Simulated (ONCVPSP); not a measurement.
# strontium: excitation energies, all-electron against ONCV

Sr, optimised norm-conserving Vanderbilt (ONCV), made with ONCVPSP 4.0.1 (PBEsol, fully relativistic). Core [Ar] 3d10, reference 4s2 4p6 5s1 5p1. Waves: 4s+5s: rc 2.60 bohr, ncon 5, nbas 9, qcut 4.3 1/bohr, 2 projectors; 4p+5p: rc 2.85 bohr, ncon 4, nbas 8, qcut 5.8 1/bohr, 2 projectors; d scattering state at 0.1 Ha: rc 2.75 bohr, ncon 4, nbas 8, qcut 3.4 1/bohr, 1 projector. Local part: polynomial inside 2.60 bohr (lpopt 5, dvloc0 0 Ha). Core correction: none.

Open shells are filled in proportion to 2j + 1.

In the d channel the program set the typed energies aside and used -0.079 Ha (j = l + 1/2; the other j can differ).

Energies are relative to the spin-unpolarised reference configuration 4s2 4p6 5s1 5p1; without spin polarisation the order of configurations can differ from experiment.

| valence configuration | charge | ΔE all-electron (eV) | error AE − PS (meV) |
| --- | --- | --- | --- |
| 4s2 4p6 5s2 5p0 | 0 | -2.313 | -0.2 |
| 4s2 4p6 5s1 5p0 | +1 | 3.583 | +0.1 |
| 4s2 4p6 5s0 5p0 | +2 | 14.477 | -0.6 |

Question: What are ΔE and the potential's error for 4s2 4p6 4d0.5 5s1.5 5p0?

Answer: ΔE = -1.164 eV all-electron; the error (AE − PS) is +1.7 meV.

Levels in the configuration 4s2 4p6 5s2 5p0:

| level | all-electron (eV) | pseudo (eV) |
| --- | --- | --- |
| 4s j=1/2 | -40.858 | -40.849 |
| 4p j=3/2 | -22.426 | -22.425 |
| 4p j=1/2 | -23.593 | -23.591 |
| 5s j=1/2 | -3.536 | -3.536 |

These tests converged, but a pseudo level misses the all-electron one widely, so the file describes the atom poorly there or has found another state: 4s2 4p6 4d0.5 5s1.5 5p0: empty 5p by 2.1 eV.
